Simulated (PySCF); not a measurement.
tert-butylarsine (C4H11As), SMILES CC(C)(C)[AsH2].

Coordinates come from a PBE0-D3(BJ)/def2-SVP optimisation.

These are TDA-PBE0/def2-SVPD (PySCF) values and carry that method's errors.

Vertical excitations. The molecule is in vacuum. State labels are in the subgroup Cs.

```tsv
state	symmetry	energy (eV)	λ (nm)	f	main pairs
S1	A'	6.10	203	0.049	HOMO→LUMO 96 %
S2	A"	6.67	186	0.037	HOMO→LUMO+1 94 %
S3	A'	6.80	182	0.244	HOMO→LUMO+2 87 %
S4	A'	7.47	166	0.042	HOMO−1→LUMO 55 %, HOMO→LUMO+3 39 %
S5	A'	7.56	164	0.020	HOMO→LUMO+3 54 %, HOMO−1→LUMO 36 %
S6	A"	7.78	159	0.000	HOMO→LUMO+4 98 %
T1	A'	5.09	244	0	HOMO→LUMO 75 %, HOMO→LUMO+2 21 %
T2	A"	5.54	224	0	HOMO→LUMO+1 90 %
```
Triplets are in the Tamm–Dancoff approximation.
